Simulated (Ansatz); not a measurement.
Reaction (formal exchange of groups at the Si–Si bond): `C[Si@H](O)[Si@H](O)F` + ethylmethylamine → `CN[SiH](C)O` + `CC[SiH](O)F`

Computed with Ansatz on PBE0-D4/def2-TZVP structures; ΔE is electronic, products minus reactants. CBS: MP2 limit from def2 TZ/QZ plus the TZ coupled-cluster correction, frozen cores. Functionals use def2-TZVPP. Each species was taken in one conformer, which may not be the lowest.

```
             level  ΔE (kJ/mol)
           LC-ωPBE       -142.3
    MP2/def2-TZVPP       -156.8
SCS-MP2/def2-QZVPP       -154.0
    CCSD/CBS(def2)       -150.1
```

Question: What does CCSD(T)/CBS give? (Best estimate.)

Answer: The calculation gave: -148.6 kJ/mol. The listed levels differ from it by 6.3, -8.2, -5.4, -1.5 kJ/mol.

Largest T1 diagnostic among the species: 0.012.

From BLYP to BHLYP (50 % exact exchange), in def2-TZVPP and without D4, ΔE moves by −16.1 kJ/mol. At CCSD(T), def2-SVP lies +18.8 kJ/mol from the extrapolated value and def2-TZVPP +1.4 kJ/mol.
